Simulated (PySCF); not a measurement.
**Vertical ionisation of several complexes**

Computed with PySCF 2.14.0, r2SCAN, def2-SVP on the ligands and scalar-relativistic core potentials on the metal (def2; Stuttgart 1997 for actinides; CRENBL for Ra), no spin-orbit coupling, vacuum. One electron is taken off at the relaxed geometry; the lower of the one or two spin states computed is given. Charges are Mulliken's.

The compounds:

```tsv
compound	state	point group	M–first ligand (Å)
[Ta(BH4)4]−	triplet	C2v	1.948
[AuCl2(H2O)2]−	singlet	C2v	2.310
[ReO3Cl]−	doublet	Cs	1.740
[ReO3F2]−	singlet	D3h	1.736
[Pb(OH)3]−	singlet	C3	2.201
```

**Question.** Order them by vertical ionisation energy, lowest first.
A. [ReO3Cl]−
B. [Pb(OH)3]−
C. [AuCl2(H2O)2]−
D. [Ta(BH4)4]−
E. [ReO3F2]−

**Answer.** D (2.40 eV), A (2.70 eV), B (3.26 eV), C (4.98 eV), E (6.25 eV).

**Question.** What are the other results?

**Answer.** 
| compound | ionisation energy (eV) | −ε(HOMO) (eV) | state after | change of charge on M (e) | spin on M after (e) |
| --- | --- | --- | --- | --- | --- |
| [Ta(BH4)4]− | 2.40 | 0.09 | doublet | 0.18 | 0.88 |
| [AuCl2(H2O)2]− | 4.98 | 2.00 | doublet | 0.29 | 0.24 |
| [ReO3Cl]− | 2.70 | -0.35 | singlet | 0.34 | 0.00 |
| [ReO3F2]− | 6.25 | 3.04 | doublet | 0.23 | -0.15 |
| [Pb(OH)3]− | 3.26 | 0.36 | doublet | 0.34 | 0.08 |

One start shape was tried for each compound. Distances are means of the shortest metal–ligand contacts. Open shells may have lower solutions than those found. Not shown here to be minima: [Ta(BH4)4]−, [AuCl2(H2O)2]−, [ReO3Cl]−, [ReO3F2]−, [Pb(OH)3]−.
